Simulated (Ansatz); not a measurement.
`[SiH3][Sb]([Cl])[Cl]` + H₂ → `[SiH3][SbH][Cl]` + HCl at 500 K and 1 bar (hydrogenolysis of the Sb–Cl bond).

Calculated with Ansatz (gas phase, PBE0-D4/def2-TZVP geometries, no zero-point term in ΔE). CCSD(T)/CBS is the MP2 limit (def2-TZVPP, def2-QZVPP) plus CCSD(T) − MP2 in def2-TZVPP, frozen cores. This one scheme is used for every species. def2 core potentials past Kr. For Sb outer-core shells are correlated without core-valence functions, which leaves a few kJ/mol of doubt a bond.

```json
{"species": "`[SiH3][Sb]([Cl])[Cl]`", "CCSD(T)/CBS energy (Eh)": "-1450.53004", "H − E (kJ/mol)": "115.5", "S (J/(mol·K))": "435.5"}
{"species": "H₂", "CCSD(T)/CBS energy (Eh)": "-1.17544", "H − E (kJ/mol)": "41.0", "S (J/(mol·K))": "145.5"}
{"species": "`[SiH3][SbH][Cl]`", "CCSD(T)/CBS energy (Eh)": "-991.30233", "H − E (kJ/mol)": "124.5", "S (J/(mol·K))": "394.2"}
{"species": "HCl", "CCSD(T)/CBS energy (Eh)": "-460.38127", "H − E (kJ/mol)": "32.5", "S (J/(mol·K))": "201.9"}
```

H − E and S are ideal-gas, rigid-rotor, harmonic terms from PBE0-D4/def2-TZVP, for one conformer and one mirror image of each species. The MP2-based limit puts H₂ 0.8 mEh under its directly extrapolated value; such offsets cancel only in part. 1 Eh = 2625.50 kJ/mol, R = 8.31446 J/(mol·K).

By hand: ΔE, ΔH, ΔS and ΔG.

ΔE = (-991.30233) + (-460.38127) − (-1450.53004) − (-1.17544) = 0.02188 Eh = 57.4 kJ/mol. Δ(H − E) = 124.5 + 32.5 − 115.5 − 41.0 = 0.5, so ΔH = 57.9 kJ/mol. ΔS = 394.2 + 201.9 − 435.5 − 145.5 = 15.1 J/(mol·K). ΔG = 57.9 − 500 × (15.1)/1000 = 50.4 kJ/mol.

By hand: the equilibrium constant, and the temperature at which ΔG would vanish if ΔH and ΔS stayed fixed.

log₁₀ K = −ΔG/(RT ln 10) = -5.3. ΔG = 0 at ΔH/ΔS = 3834 K, far beyond where these terms or the molecules hold.

ΔH outweighs TΔS. A doubt of 5 kJ/mol in ΔE shifts log₁₀ K by 0.5 here. Other conformers and mirror images would add mixing entropy, several J/(mol·K) or more a flexible species. These are equilibria of isolated gas molecules and say nothing of rates. Largest T1 diagnostic: 0.013 (customary marks: 0.02 for closed shells, 0.045 for open ones).
